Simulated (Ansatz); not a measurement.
Reaction (ligand exchange at a Zn–C bond): `C[C](=S)[ZnH]` + H–F → `[F][ZnH]` + `CC=S`

Gas-phase electronic energies from Ansatz, PBE0-D4/def2-TZVP geometries. CCSD(T)/CBS adds triple-zeta CCSD(T) − MP2 to the extrapolated MP2 energy (def2 sets, frozen cores). This one scheme is used for every species. Functionals use def2-TZVPP. B3LYP here is the variant with VWN-RPA as its local correlation; programs differ in this. For Zn outer-core shells are correlated without core-valence functions, which leaves a few kJ/mol of doubt a bond. Scalar relativity is left out up to krypton.

`C[C](=S)[ZnH]`:

```xyz
8

C     0.229   -1.182    0.319
C    -0.096    0.083   -0.376
S    -0.465    0.161   -1.965
Zn   -0.236    1.958    0.107
H     1.224   -1.106    0.773
H    -0.463   -1.329    1.156
H     0.193   -2.050   -0.345
H    -0.387    3.465    0.331
```

H–F:

```xyz
2

F    -0.255    0.093    0.372
H     0.255   -0.093   -0.372
```

`[F][ZnH]`:

Cartesian coordinates in Å:
```
F 0.632 1.494 0.392
Zn -0.031 -0.072 -0.019
H -0.601 -1.421 -0.373
```

`CC=S`:

Z-matrix (Å, degrees):
```
C
C 1 1.482
H 1 1.096 2 109.7
H 1 1.096 2 109.7 3 116.1
H 1 1.089 2 111.8 3 -122.0
S 2 1.608 1 126.2 3 122.0
H 2 1.094 1 114.7 3 -58.0
```

Problem. Is it downhill or uphill in electronic energy at CCSD(T)/CBS, and by how much? (An estimate is asked.)

Solution. The calculation gave: Downhill: ΔE = -88.0 kJ/mol.

Problem. What do these levels give: B97M-V, PBE0-D4, B3LYP-D4, r2SCANh-D4, B2PLYP, B3LYP, r2SCANh, CAM-B3LYP, CCSD/def2-SVP, MP2/def2-TZVPP, CCSD/def2-TZVPP, HF/CBS(def2)? (Best estimate.)

Solution. The calculation gave: B97M-V -97.3, PBE0-D4 -84.0, B3LYP-D4 -95.0, r2SCANh-D4 -89.9, B2PLYP -96.9, B3LYP -103.2, r2SCANh -91.2, CAM-B3LYP -105.7, CCSD/def2-SVP -101.9, MP2/def2-TZVPP -82.8, CCSD/def2-TZVPP -92.2, HF/CBS(def2) -119.9 kJ/mol.

Problem. What do rigid-rotor, harmonic-oscillator terms from PBE0-D4/def2-TZVP frequencies (298.15 K, 1 bar) make of the CCSD(T)/CBS value? (An estimate is asked.)

Solution. Computed: ΔZPE = +6.8 kJ/mol, ΔH = -84.8 kJ/mol, ΔS = 1 J/(mol·K), ΔG = -85.0 kJ/mol.

Largest T1 diagnostic among the species: 0.019.

The D4 term adds +8.2 kJ/mol with B3LYP and +4.4 kJ/mol with PBE0; it sums over pairs of atoms, weighted by their polarisabilities, and B3LYP, whose exchange is more repulsive, gets the larger term. Leaving LDA and LC-ωPBE aside and taking each functional with its dispersion term where it has one, the values, not all of them listed here, spread over 17.9 kJ/mol, from CAM-B3LYP-D4 to revPBE-D4. LDA lies +13.0 kJ/mol from PBE without D4. At CCSD(T), def2-SVP lies −8.8 kJ/mol from the extrapolated value and def2-TZVPP +1.7 kJ/mol.
